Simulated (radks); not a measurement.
Q: The mean radii <r> (bohr) of the occupied orbitals of an atom or ion are listed with their occupations. All-electron calculation, scalar-relativistic Kohn-Sham, BLYP, spin-polarised, spherical densities, finite nucleus; Fermi nuclear charge, rms radius of each element as measured or else 0.836 A^(1/3) + 0.57 fm. Program: a radial shooting solver on a logarithmic mesh with Libxc functionals.

orbital  occ.      <r>
1s down     1  0.01774
1s up       1  0.01774
2s up       1  0.07491
2s down     1  0.07491
2p up       3  0.06727
2p down     3  0.06727
3s up       1   0.1939
3s down     1   0.1939
3p up       3   0.1945
3p down     3   0.1945
3d up       5   0.1762
3d down     5   0.1762
4s up       1   0.4319
4s down     1   0.4319
4p up       3   0.4594
4p down     3   0.4594
4d up       5   0.4891
4d down     5   0.4890
5s up       1    1.008
5s down     1    1.003
4f up       7   0.5579
5p up       3    1.172
4f down     7   0.5554
5p down     3    1.167
5d up       5    1.794
6s up       1    2.932
6s down     1    3.097
5d down     1    1.881

Name the element and its charge. Open shells, if any, are filled with parallel spins first.

A: Z = 76, osmium, charge 0: Os in [Xe] 4f14 5d6 6s2. The 1s radius gives Z: for a bare nucleus <r> = (2 gamma + 1)/(2Z) with gamma = sqrt(1 - (Z/c)^2), 0.01753 bohr for Z = 76, and screening makes it slightly larger (0.01774 here). The occupations add up to 76, and the charge is Z minus that.
